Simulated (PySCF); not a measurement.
Ti(OH)4, optimised at PBE/def2-SVP:

```xyz
9

O      0.0119     0.5844    -1.6584
Ti     0.1084    -0.0179     0.0452
O      0.1851    -1.8256     0.0652
O      1.6015     0.6153     0.8478
O     -1.3648     0.5544     0.9263
H      0.7519     0.9724    -2.1576
H     -0.0431    -2.4038    -0.6837
H      1.6249     1.3466     1.4895
H     -1.8998     0.0131     1.5330
```

Energies from PySCF (xtb for GFN2), thermal terms from the rigid-rotor harmonic-oscillator model, ideal gas at 1 bar. 6-31G* has spherical d functions here. All species are closed-shell singlets. B3LYP is the form with VWN-RPA correlation. Ti(OH)4: computed as isolated molecules; such fragments, hydroxides, amides, oligomers or adducts are transient or little studied in the gas.

**Question.** List the harmonic frequencies (cm⁻¹, unscaled) at this level and at the other levels, each on its own geometry.

**Answer.** 
- PBE/def2-SVP: 170, 170, 176, 177, 223, 238, 262, 263, 314, 472, 472, 493, 504, 689, 753, 776, 776, 3766, 3766, 3766, 3773
- B3LYP/6-31G*: 162, 180, 181, 181, 232, 235, 267, 267, 334, 505, 505, 523, 532, 715, 771, 794, 794, 3801, 3802, 3802, 3808
- GFN2-xTB: 116, 117, 129, 131, 152, 170, 170, 225, 279, 370, 371, 372, 392, 544, 626, 639, 639, 3587, 3590, 3590, 3592
- HF/6-31G*: 106, 142, 161, 162, 212, 231, 239, 240, 326, 460, 472, 472, 481, 792, 825, 834, 834, 4150, 4151, 4151, 4160
- PBE0/def2-TZVP: 156, 175, 175, 176, 221, 234, 261, 261, 302, 454, 455, 471, 479, 716, 767, 787, 787, 3928, 3928, 3928, 3936
